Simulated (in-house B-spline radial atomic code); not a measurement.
## OLYP excitations of the indium ion In⁺

Method: OLYP. Computed with a B-spline radial code for spherical atoms: linear response of the closed shell [Kr] 4d10 5s2 with the functional's adiabatic kernel; scalar-relativistic (spin-free one-electron X2C), finite nucleus, no spin-orbit coupling, no double excitations, S, P, D and F terms only; shells from n = 3 respond. Only terms of natural parity with L up to 3 were computed.

Command:
```bash
python run_td.py task.json out
```
Settings (radii: box in bohr, nucleus in fm):
```
Z                        49
electrons                48
configuration            [Kr] 4d10 5s2
hamiltonian              x2c
method                   optx,lyp
box_radius               41.61
rms_radius               4.6156
intervals                74
```

Cost of the run: 1.2 s on 1 thread of AMD EPYC 9R45 96-Core Processor (Zen 5), with other jobs on the host.

The lowest states, in the order of their Tamm-Dancoff energies; the method's threshold (minus the highest occupied level) is 14.552 eV. Labels give the largest channel, * marks a mixed state, and oscillator strengths are full-response dipole values. Measured ¹D terms are left out, since they can mix with doubly excited terms. Semilocal kernels can invert the small singlet-triplet splittings of Rydberg terms. Energies in eV:

```json
{"state": "5s → 5p 3P", "full response": "5.301", "Tamm-Dancoff": "5.469", "oscillator strength": "-", "measured (J-weighted term)": "5.531"}
{"state": "5s → 5p 1P", "full response": "7.679", "Tamm-Dancoff": "8.011", "oscillator strength": "1.57", "measured (J-weighted term)": "7.816"}
{"state": "5s → 6s 3S", "full response": "10.543", "Tamm-Dancoff": "10.552", "oscillator strength": "-", "measured (J-weighted term)": "11.645"}
{"state": "5s → 6s 1S", "full response": "10.804", "Tamm-Dancoff": "10.838", "oscillator strength": "-", "measured (J-weighted term)": "12.030"}
{"state": "5s → 5d 3D", "full response": "11.608", "Tamm-Dancoff": "11.627", "oscillator strength": "-", "measured (J-weighted term)": "12.674"}
{"state": "5s → 5d 1D", "full response": "11.701", "Tamm-Dancoff": "11.710", "oscillator strength": "-", "measured (J-weighted term)": "-"}
{"state": "5s → 6p 3P", "full response": "?", "Tamm-Dancoff": "?", "oscillator strength": "-", "measured (J-weighted term)": "?"}
{"state": "5s → 6p 1P", "full response": "?", "Tamm-Dancoff": "?", "oscillator strength": "?", "measured (J-weighted term)": "?"}
{"state": "5s → 7s 3S", "full response": "13.056", "Tamm-Dancoff": "13.058", "oscillator strength": "-", "measured (J-weighted term)": "-"}
```

(1) Where does 5s → 6p 1P lie?

(2) Where does 5s → 6p 3P lie?

(3) How large is the singlet-triplet splitting of 5s → 5p (P terms) in Tamm-Dancoff?

(4) What polarisabilities and dispersion coefficient does the method give?

Answers

(1) At 12.089 eV in full response, 12.136 eV in Tamm-Dancoff, oscillator strength 0.0129; measured 13.611 eV.

(2) At 11.891 eV in full response, 11.907 eV in Tamm-Dancoff; measured 13.409 eV.

(3) 2.54 eV, from the unrounded values.

(4) Dipole 24.5 bohr³, quadrupole 136.3 bohr⁵, C6 169.5 hartree·bohr⁶ for two such species.
